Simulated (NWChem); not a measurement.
The numbers come from NWChem runs, not from measurements. System: tin monoxide (OSn), charge 0, spin multiplicity 1, optimised in this run. Level: PBE0/def2-SVP with def2 effective core potentials on Sn.

Input file:

```
start mol
memory heap 200 mb stack 900 mb global 1100 mb
geometry units angstroms
  Sn     0.000000     0.000000     0.248788
  O      0.000000     0.000000    -1.554925
  symmetry group C2v
end
basis spherical
  * library def2-svp
end
ecp
  Sn library def2-ecp
end
dft
  xc pbe0
  semidirect memsize 60000000 filesize 0
  iterations 100
  grid fine
  convergence energy 1e-8
end
driver
  maxiter 80
end
task dft optimize
task dft freq numerical
```

NWChem printed:

```
             Northwest Computational Chemistry Package (NWChem) 7.3.0
             --------------------------------------------------------

                                NWChem Input Module
                                -------------------

 Scaling coordinates for geometry "geometry" by  1.889725989
 (inverse scale =  0.529177249)

 Turning off AUTOSYM since
 SYMMETRY directive was detected!

          ------
          auto-z
          ------

                             Geometry "geometry" -> ""
                             -------------------------

 Output coordinates in angstroms (scale by  1.889725989 to convert to a.u.)

  No.       Tag          Charge          X              Y              Z
 ---- ---------------- ---------- -------------- -------------- --------------
    1 Sn                  50.0000     0.00000000     0.00000000     0.24878800
    2 O                    8.0000     0.00000000     0.00000000    -1.55492500

 Effective nuclear repulsion energy (a.u.)     117.3528713270

            Nuclear Dipole moment (a.u.)
            ----------------------------
        X                 Y               Z
 ---------------- ---------------- ----------------
     0.0000000000     0.0000000000     0.0000000000

      Symmetry information
      --------------------

 Group name             C2v
 Group number             16
 Group order               4
 No. of unique centers     2

      Symmetry unique atoms

     1    2


 Summary of "ao basis" -> "" (spherical)
 ------------------------------------------------------------------------------
       Tag                 Description            Shells   Functions and Types
 ---------------- ------------------------------  ------  ---------------------
 *                          def2-svp                  on all atoms

                           NWChem Geometry Optimization
                           ----------------------------

 maximum gradient threshold         (gmax) =   0.000450
 rms gradient threshold             (grms) =   0.000300
 maximum cartesian step threshold   (xmax) =   0.001800
 rms cartesian step threshold       (xrms) =   0.001200
 fixed trust radius                (trust) =   0.300000
 maximum step size to saddle      (sadstp) =   0.100000
 energy precision                  (eprec) =   5.0D-06
 maximum number of steps          (nptopt) =   80
 initial hessian option           (inhess) =    0
 line search option               (linopt) =    1
 hessian update option            (modupd) =    1
 saddle point option              (modsad) =    0
 initial eigen-mode to follow     (moddir) =    0
 initial variable to follow       (vardir) =    0
 follow first negative mode     (firstneg) =    T
 apply conjugacy                    (opcg) =    F
 source of zmatrix                         =   autoz

          -------------------
          Energy Minimization
          -------------------

 Names of Z-matrix variables
    1

 Variables with the same non-blank name are constrained to be equal

 Using diagonal initial Hessian
 Scaling for Hessian diagonals: bonds = 1.00  angles = 0.25  torsions = 0.10

          --------
          Step   0
          --------

                         Geometry "geometry" -> "geometry"
                         ---------------------------------

 Output coordinates in angstroms (scale by  1.889725989 to convert to a.u.)

  No.       Tag          Charge          X              Y              Z
 ---- ---------------- ---------- -------------- -------------- --------------
    1 Sn                  50.0000     0.00000000     0.00000000     0.24878800
    2 O                    8.0000     0.00000000     0.00000000    -1.55492500

 Effective nuclear repulsion energy (a.u.)     117.3528713270

            Nuclear Dipole moment (a.u.)
            ----------------------------
        X                 Y               Z
 ---------------- ---------------- ----------------
     0.0000000000     0.0000000000     0.0000000000

      Symmetry information
      --------------------

 Group name             C2v
 Group number             16
 Group order               4
 No. of unique centers     2

      Symmetry unique atoms

     1    2

                                 NWChem DFT Module
                                 -----------------

 Summary of "ao basis" -> "ao basis" (spherical)
 ------------------------------------------------------------------------------
       Tag                 Description            Shells   Functions and Types
 ---------------- ------------------------------  ------  ---------------------
 Sn                         def2-svp                10       26   4s4p2d
 O                          def2-svp                 6       14   3s2p1d

 Summary of "ao basis" -> "ao basis" (spherical)
 ------------------------------------------------------------------------------
       Tag                 Description            Shells   Functions and Types
 ---------------- ------------------------------  ------  ---------------------
 Sn                         def2-svp                10       26   4s4p2d
 O                          def2-svp                 6       14   3s2p1d

      Symmetry analysis of basis
      --------------------------

        a1         19
        a2          3
        b1          9
        b2          9

  itol2e modified to match energy
  convergence criterion.
  tol_rho modified to match energy
  convergence criterion.

            General Information
            -------------------
          SCF calculation type: DFT
          Wavefunction type:  closed shell.
          No. of atoms     :     2
[...]
   2 O       0.000000   0.000000  -2.961115    0.000000  -0.000000   0.004072

 atom:   2 xyz: 3(-) wall time:      22.8      date:

                                 NWChem DFT Module
                                 -----------------

   convergence    iter        energy       DeltaE   RMS-Dens  Diis-err    time
 ---------------- ----- ----------------- --------- --------- ---------  ------
 d= 0,ls=0.0,diis     1   -289.3635303445 -3.40D+02  2.58D-04  2.39D-04    23.2
 d= 0,ls=0.0,diis     2   -289.3635118890  1.85D-05  4.40D-04  2.27D-04    23.3
 d= 0,ls=0.0,diis     3   -289.3634799768  3.19D-05  2.77D-04  4.91D-04    23.5
 d= 0,ls=0.0,diis     4   -289.3635370293 -5.71D-05  1.17D-05  5.73D-07    23.7
 d= 0,ls=0.0,diis     5   -289.3635371046 -7.54D-08  9.28D-07  3.45D-10    23.8
 d= 0,ls=0.0,diis     6   -289.3635371047 -9.43D-11  1.51D-07  3.22D-11    24.0

         Total DFT energy =     -289.363537104725
      One electron energy =     -581.099176843928
           Coulomb energy =      267.742374101155
    Exchange-Corr. energy =      -26.523548335016
 Nuclear repulsion energy =       50.516813973064

 Numeric. integr. density =       30.000000031540

     Total iterative time =      1.1s

                         DFT ENERGY GRADIENTS

    atom               coordinates                        gradient
                 x          y          z           x          y          z
   1 Sn      0.000000   0.000000   0.502874   -0.000000   0.000000   0.003794
   2 O       0.000000   0.000000  -2.981115    0.000000  -0.000000  -0.003794

  finite difference hessian delta =    1.0000000000000000E-002

              1        2        3        4        5        6
    1    0.0002   0.0000   0.0000  -0.0002   0.0000   0.0000
    2    0.0000   0.0002   0.0000   0.0000  -0.0002   0.0000
    3    0.0000   0.0000   0.3933   0.0000   0.0000  -0.3933
    4   -0.0002   0.0000   0.0000   0.0002   0.0000   0.0000
    5    0.0000  -0.0002   0.0000   0.0000   0.0002   0.0000
    6    0.0000   0.0000  -0.3933   0.0000   0.0000   0.3933

  finite difference derivative dipole; delta =    1.0000000000000000E-002

 X vector of derivative dipole (au) [debye/angstrom]
 d_dipole_x/<atom=   1,x> =     0.4371     [    2.0997]
 d_dipole_x/<atom=   1,y> =     0.0000     [    0.0000]
 d_dipole_x/<atom=   1,z> =     0.0000     [    0.0000]
 d_dipole_x/<atom=   2,x> =    -0.4371     [   -2.0997]
 d_dipole_x/<atom=   2,y> =     0.0000     [    0.0000]
 d_dipole_x/<atom=   2,z> =     0.0000     [    0.0000]

 Y vector of derivative dipole (au) [debye/angstrom]
 d_dipole_y/<atom=   1,x> =     0.0000     [    0.0000]
 d_dipole_y/<atom=   1,y> =     0.4371     [    2.0997]
 d_dipole_y/<atom=   1,z> =     0.0000     [    0.0000]
 d_dipole_y/<atom=   2,x> =     0.0000     [    0.0000]
 d_dipole_y/<atom=   2,y> =    -0.4371     [   -2.0997]
 d_dipole_y/<atom=   2,z> =     0.0000     [    0.0000]

 Z vector of derivative dipole (au) [debye/angstrom]
 d_dipole_z/<atom=   1,x> =     0.0000     [    0.0000]
 d_dipole_z/<atom=   1,y> =     0.0000     [    0.0000]
 d_dipole_z/<atom=   1,z> =     0.7579     [    3.6405]
 d_dipole_z/<atom=   2,x> =     0.0000     [    0.0000]
 d_dipole_z/<atom=   2,y> =     0.0000     [    0.0000]
 d_dipole_z/<atom=   2,z> =    -0.7579     [   -3.6405]

  triangle hessian written to ./mol.hess
  derivative dipole written to ./mol.fd_ddipole

 Deleting state for dft with suffix hess
        ./mol.movecs

  Vibrational analysis via the FX method

  See chapter 2 in "Molecular Vibrations" by Wilson, Decius and Cross

  Vib: Default input used

 ---------------------------- Atom information ----------------------------
     atom    #        X              Y              Z            mass
 --------------------------------------------------------------------------
    Sn       1  0.0000000D+00  0.0000000D+00  5.0287374D-01  1.1790180D+02
    O        2  0.0000000D+00  0.0000000D+00 -2.9711148D+00  1.5994910D+01
 --------------------------------------------------------------------------

          ----------------------------------------------------
          MASS-WEIGHTED NUCLEAR HESSIAN (Hartree/Bohr/Bohr/Kamu)
          ----------------------------------------------------

               1            2            3            4            5            6
   ----- ----- ----- ----- -----
    1    2.10466D-03
    2    0.00000D+00  2.10466D-03
    3    0.00000D+00  0.00000D+00  3.33610D+00
    4   -5.71413D-03  0.00000D+00  0.00000D+00  1.55138D-02
    5    0.00000D+00 -5.71415D-03  0.00000D+00  0.00000D+00  1.55139D-02
    6    0.00000D+00  0.00000D+00 -9.05749D+00  0.00000D+00  0.00000D+00  2.45911D+01


 ----------------------------------------------------------------------------
 Normal Eigenvalue ||         Derivative Dipole Moments (debye/angs)
  Mode   [cm**-1]  ||      [d/dqX]             [d/dqY]           [d/dqZ]
 ------ ---------- || ------------------ ------------------ -----------------
    1       -0.009 ||       0.000               0.000             0.000
    2        0.006 ||      -0.000               0.000             0.000
    3        0.006 ||       0.000              -0.000             0.000
    4       21.577 ||      -0.559               0.000             0.000
    5       21.577 ||       0.000              -0.559             0.000
    6      859.048 ||       0.000               0.000            -0.970
 ----------------------------------------------------------------------------

 ----------------------------------------------------------------------------
 Normal Eigenvalue ||                 Infra Red Intensities
  Mode   [cm**-1]  || [atomic units] [(debye/angs)**2] [(KM/mol)] [arbitrary]
 ------ ---------- || -------------- ----------------- ---------- -----------
    1       -0.009 ||    0.000000           0.000         0.000       0.000
    2        0.006 ||    0.000000           0.000         0.000       0.000
    3        0.006 ||    0.000000           0.000         0.000       0.000
    4       21.577 ||    0.013568           0.313        13.226      11.985
    5       21.577 ||    0.013568           0.313        13.226      11.985
    6      859.048 ||    0.040786           0.941        39.761      36.029
 ----------------------------------------------------------------------------

        Vibrational analysis via the FX method
  --- with translations and rotations projected out ---
  --- via the Eckart algorithm                      ---
 Dependent rotation vector no.                    3
  found in ECKART; assuming linear geometry
 Projected Nuclear Hessian trans-rot subspace norm:3.0815D-33
                         (should be close to zero!)

          --------------------------------------------------------
          MASS-WEIGHTED PROJECTED HESSIAN (Hartree/Bohr/Bohr/Kamu)
          --------------------------------------------------------

               1            2            3            4            5            6
   ----- ----- ----- ----- -----
    1    0.00000D+00
    2    0.00000D+00  0.00000D+00
    3    0.00000D+00  0.00000D+00  3.33610D+00
    4    0.00000D+00  0.00000D+00  0.00000D+00  0.00000D+00
    5    0.00000D+00  0.00000D+00  0.00000D+00  0.00000D+00  0.00000D+00
    6    0.00000D+00  0.00000D+00 -9.05749D+00  0.00000D+00  0.00000D+00  2.45911D+01

 center of mass
 --------------
 x =   0.00000000 y =   0.00000000 z =   0.08788122

 moments of inertia (a.u.)
 ------------------
         169.976580623130           0.000000000000           0.000000000000
           0.000000000000         169.976580623130           0.000000000000
           0.000000000000           0.000000000000           0.000000000000

 Rotational Constants
 --------------------
 A=   0.000000 cm-1  (  0.000000 K)
 B=   0.354167 cm-1  (  0.509557 K)
 C=   0.354167 cm-1  (  0.509557 K)

 Temperature                      =   298.15K
 frequency scaling parameter      =   1.0000

 Linear Molecule

 Zero-Point correction to Energy  =    1.227 kcal/mol  (  0.001956 au)
 Thermal correction to Energy     =    2.748 kcal/mol  (  0.004378 au)
 Thermal correction to Enthalpy   =    3.340 kcal/mol  (  0.005322 au)

 Total Entropy                    =   55.377 cal/mol-K
   - Translational                =   40.570 cal/mol-K (mol. weight = 133.8967)
   - Rotational                   =   14.643 cal/mol-K (symmetry #  =        1)
   - Vibrational                  =    0.164 cal/mol-K

 Cv (constant volume heat capacity) =    5.524 cal/mol-K
   - Translational                  =    2.979 cal/mol-K
   - Rotational                     =    1.986 cal/mol-K
   - Vibrational                    =    0.558 cal/mol-K


 ----------------------------------------------------------------------------
 Normal Eigenvalue ||    Projected Derivative Dipole Moments (debye/angs)
  Mode   [cm**-1]  ||      [d/dqX]             [d/dqY]           [d/dqZ]
 ------ ---------- || ------------------ ------------------ -----------------
    1       -0.000 ||       0.000               0.000             0.000
    2        0.000 ||       0.193               0.000             0.000
    3        0.000 ||       0.000               0.193             0.000
    4        0.000 ||      -0.525               0.000             0.000
    5        0.000 ||       0.000              -0.525             0.000
    6      859.048 ||       0.000               0.000            -0.970
 ----------------------------------------------------------------------------

 ----------------------------------------------------------------------------
 Normal Eigenvalue ||           Projected Infra Red Intensities
  Mode   [cm**-1]  || [atomic units] [(debye/angs)**2] [(KM/mol)] [arbitrary]
 ------ ---------- || -------------- ----------------- ---------- -----------
    1       -0.000 ||    0.000000           0.000         0.000       0.000
    2        0.000 ||    0.001621           0.037         1.580       1.432
    3        0.000 ||    0.001621           0.037         1.580       1.432
    4        0.000 ||    0.011947           0.276        11.646      10.554
    5        0.000 ||    0.011947           0.276        11.646      10.554
    6      859.048 ||    0.040786           0.941        39.761      36.029
 ----------------------------------------------------------------------------

 Task  times  cpu:       20.4s     wall:       20.4s

 Total times  cpu:       24.8s     wall:       24.8s
```
